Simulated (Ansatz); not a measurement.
One change: `[NH2][Al]([OH])[SiH3]` becomes `[NH2][Al]([OH])[SiH2]Cl`.

Ansatz, PBE0-D4/def2-TZVP geometries, multiplicity 1. Each molecule was computed in one conformer, which needn't be the lowest.

```tsv
property	`[NH2][Al]([OH])[SiH3]`
HOMO–LUMO gap (ωB97M-V/def2-TZVPP) / eV	10.82
HOMO–LUMO gap (PBE/def2-TZVPP) / eV	4.71
HOMO–LUMO gap (B3LYP/def2-TZVPP) / eV	6.43
HOMO–LUMO gap (PBE0/def2-TZVPP) / eV	6.84
size of the dipole moment (PBE/def2-TZVPP) / D	0.38
LUMO energy (ωB97M-V/def2-TZVPP) / eV	1.08
```

Problem. Give the same properties after the change, and the shifts. (Best estimate.)

Solution. Ansatz gave: 
```json
{"property": "HOMO–LUMO gap (ωB97M-V/def2-TZVPP) / eV", "`[NH2][Al]([OH])[SiH2]Cl`": "10.71", "shift": "-0.11"}
{"property": "HOMO–LUMO gap (PBE/def2-TZVPP) / eV", "`[NH2][Al]([OH])[SiH2]Cl`": "4.78", "shift": "0.07"}
{"property": "HOMO–LUMO gap (B3LYP/def2-TZVPP) / eV", "`[NH2][Al]([OH])[SiH2]Cl`": "6.52", "shift": "0.09"}
{"property": "HOMO–LUMO gap (PBE0/def2-TZVPP) / eV", "`[NH2][Al]([OH])[SiH2]Cl`": "6.93", "shift": "0.09"}
{"property": "size of the dipole moment (PBE/def2-TZVPP) / D", "`[NH2][Al]([OH])[SiH2]Cl`": "2.76", "shift": "2.38"}
{"property": "LUMO energy (ωB97M-V/def2-TZVPP) / eV", "`[NH2][Al]([OH])[SiH2]Cl`": "0.98", "shift": "-0.10"}
```

With PBE0 the HOMO falls by 0.20 eV and the LUMO falls by 0.10 eV, so the gap widens by about 0.10 eV. PBE moves the HOMO by -0.17 eV and ωB97M-V by 0.01 eV. Dipoles are sizes alone; their direction can turn.

B3LYP here is the variant with VWN-RPA as its local correlation; programs differ in this.
